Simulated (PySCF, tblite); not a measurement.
Isomers of C4H3N3, one GFN2-xTB conformer each. Single-point energies are computed at PBE0/pcSseg-1 (PySCF, gas phase, no added dispersion term), electronic only.

Question: Rank them by PBE0/pcSseg-1 energy, lowest first (kJ/mol).
A. `C#CC1=CN=NN1`
B. `N#Cc1ccn[nH]1`

Answer: B (0.0), A (189.3).

As drawn, the lower has a C≡N group, which the higher lacks; the higher has a C≡C bond, which the lower lacks. GFN2-xTB itself gives, in the same order: 0.0, 117.6. Both levels put the same isomer lowest.

Q: Which frontier levels, dipoles and rotational constants go with these structures?

A: 
```csv
SMILES,"HOMO (eV, PBE0/pcSseg-1)",LUMO (eV),dipole (D),"A, B, C (MHz)"
N#Cc1ccn[nH]1,-7.95,-1.39,2.13,"9558, 2031, 1675"
C#Cc1cnn[nH]1,-7.45,-1.22,4.13,"10056, 2004, 1671"
```

Q: What happens when harmonic zero-point energies from GFN2-xTB frequencies are added?

A: 
| SMILES | ZPE (kJ/mol) | electronic (kJ/mol) | with ZPE (kJ/mol) |
| --- | --- | --- | --- |
| N#Cc1ccn[nH]1 | 178.3 | 0.0 | 0.0 |
| C#Cc1cnn[nH]1 | 173.4 | 189.3 | 184.4 |

The zero-point energies span 4.9 kJ/mol. The order is unchanged.
